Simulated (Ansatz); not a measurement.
Worked example: the barrier

An elementary step of Si2H6ClO2F3, singlet (Si₂H₃ClOF₂ ([F][Si]([F])([Cl])[O][SiH3]) + H₂O + HF → SiHClOF₂ ([OH][Si]([F])([F])[Cl]) + SiH₄O ([OH][SiH3]) + HF (still joined by a long Si–O bond); bonds formed: Si1–O8, O2–H9, H7–F10; bonds broken: H7–O8, H9–F10; bonds weakened to dative contacts: Si1–O2). “Start” is the structure reached by relaxing down from the saddle towards the reactants; PBE0-D4/def2-TZVP structures. The saddle:

Si1  (-0.253, 0.581, 1.118)
O2  (-0.018, -0.135, -0.512)
Si3  (-1.106, -0.186, -1.796)
F4  (-0.053, 2.056, 0.555)
F5  (-0.232, 0.999, 2.693)
Cl6  (-2.183, -0.149, 1.202)
H7  (1.858, -0.657, 0.672)
O8  (1.227, -0.318, 1.489)
H9  (1.101, -0.546, -0.716)
F10  (2.155, -0.914, -0.545)
H11  (-1.949, -1.398, -1.706)
H12  (-0.245, -0.256, -3.000)
H13  (-1.922, 1.045, -1.798)
H14  (1.617, -0.122, 2.345)
(Å)

Ansatz 0.2.0; basis: def2-TZVPP and def2-QZVPP; cores frozen in the correlated methods.

Energies in eV:

| quantity | saddle | start |
| --- | --- | --- |
| Hartree–Fock, triple zeta (X = 3) | -40528.90742 | -40530.27254 |
| Hartree–Fock, quadruple zeta (X = 4) | -40530.34309 | -40531.73245 |
| MP2 correlation, X = 3 | -46.82200 | -46.04804 |
| MP2 correlation, X = 4 | -51.05683 | -50.26417 |
| CCSD(T) correlation, X = 3 | -49.44889 | -48.74206 |

Task: Work out the barrier at the basis limit: extrapolate Hartree–Fock as E(X) = E∞ + A exp(−7.88 √X) and the MP2 correlation as E(X) = E∞ + B X^−2.97 (the exponents that Neese and Valeev fitted for def2-TZVPP and QZVPP), then add CCSD(T) − MP2 in triple zeta.

Result: Each step is linear, so take the differences first (saddle − start): Hartree–Fock 1.36512 (X = 3) and 1.38936 (X = 4); MP2 correlation -0.77396 and -0.79266; CCSD(T) correlation -0.70683.
Two points give E∞ = E(4) + w [E(4) − E(3)], with w = 1/(exp(7.88 (2 − √3)) − 1) = 0.1377 for Hartree–Fock and w = 1/((4/3)^2.97 − 1) = 0.7407 for the correlation.
Hartree–Fock: 1.38936 + 0.1377 × 0.02424 = 1.3927 eV.
MP2 correlation: -0.79266 + 0.7407 × (-0.01870) = -0.8065 eV.
CCSD(T) − MP2: -0.70683 − (-0.77396) = 0.0671 eV.
Sum: 1.3927 + (-0.8065) + 0.0671 = 0.6533 eV, or 15.07 kcal/mol. Plain CCSD(T) in triple zeta gives 0.6583 eV, so the larger basis shifts the result by -0.0050 eV.

The T1 diagnostic stays at or below 0.012.

Labels in which every atom is bracketed show which atoms are joined, not bond orders.

For scale, one of the runs: CCSD(T)/def2-TZVPP, 365 basis functions, launched by `ansatz run in.yaml --threads 4 --pin off --events-out ev --progress --plain --max-ram 66560MiB --backend cuda --devices 0, --max-vram 37GiB`. Time: 25 s of wall clock on 4 CPU threads of an AMD EPYC 7R13 and a share of one NVIDIA H100; the host was shared. Peak host memory: 0.87 GiB.
